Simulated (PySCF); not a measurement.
A structure optimised at PBE0-D3(BJ)/def2-SVP, used in a PySCF frequency run:

```
C
H 1 1.1061
C 1 1.4537 2 108.26
C 3 1.2126 1 174.95 2 -128.46
H 4 1.0743 2 161.48 1 177.10
N 1 1.4640 2 108.39 3 122.92
H 6 1.0191 1 109.45 2 66.67
H 6 1.0191 7 106.83 1 -119.19
Si 1 1.8990 2 108.16 3 -114.85
F 9 1.6337 1 105.67 2 -67.92
H 9 1.4886 10 108.08 7 -144.49
H 9 1.4888 11 112.31 10 118.54
```

**Question.** Write its SMILES and formula.

**Answer.** C#C[C@H](N)[SiH2]F, C₃H₆FNSi

**Question.** What are its rotational constants (standard atomic weights)?

**Answer.** 5.2695, 1.8050, 1.4272 GHz
